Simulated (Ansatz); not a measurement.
Ansatz (a quantum-chemistry and plane-wave program) input (RI-MP2/def2-QZVPPD):
A basis named .json is the Basis Set Exchange file of that set.

Ansatz 0.2 input:
```yaml
crystal:
  periodic: [false, false, false]
  atoms:
    - {symbol: Ta, position_ang: [-0.00000000, -0.00000000, -0.16506732]}
    - {symbol: O, position_ang: [0.00000000, 0.00000000, 1.50623933]}
basis:
  gaussian:
    orbitals: def2-QZVPPD.json
    fitting: {mean_field: def2-universal-jkfit, correlation: def2-QZVPPD-RIFIT.json}
total_charge: 2
magnetization: {spin_polarized: true, initial_magnetization: 1}
correlation: {method: mp2, electrons: outside_noble_gas}
```

Output:

```
Functional definition: HF
integrals: 0.07 GiB planned
304 factors; integrals over basis functions are off by at most 1.2e0 eV
418 factors; integrals over basis functions are off by at most 5.5e0 eV
mean field: 0.27 GiB planned
mean field evaluation 1: about -3512.4423 eV, gradient 9.8e1 eV
mean field evaluation 2: about -3333.0252 eV, gradient 1.8e2 eV
mean field evaluation 4: about -3548.6132 eV, gradient 5.8e0 eV
mean field evaluation 8: about -3548.7824 eV, gradient 3.5e-1 eV
mean field evaluation 16: about -3550.3064 eV, gradient 3.1e-1 eV
mean field evaluation 32: about -3543.7510 eV, gradient 2.8e1 eV
mean field evaluation 64: about -3550.2468 eV, gradient 7.4e-1 eV
mean field evaluation 96: about -3547.8848 eV, gradient 2.1e0 eV
mean field evaluation 128: about -3541.6846 eV, gradient 3.0e0 eV
mean field evaluation 160: about -3548.3598 eV, gradient 3.6e0 eV
mean field -3550.31681288 eV, -130.4717363821 hartree, gradient 2.4e-6 eV, S^2 0.995036; 12 other end points of the search recorded, 0 dependent functions left out
5 core orbitals not correlated
reference -3550.31681288 eV, -130.4717363821 hartree; 5, 4 occupied and 140, 141 virtual orbitals, 418 factors
second order -9.75274812 eV of doubles, -0.00000000 eV of singles
Total energy: -3560.06956100 eV, -130.8301432648 hartree
```

This state (charge 2, doublet) is run at the relaxed geometry of the species with charge 1 and multiplicity 3.

The determinant is spin-contaminated: <S^2> is 1.00 against 0.75 for a pure state.
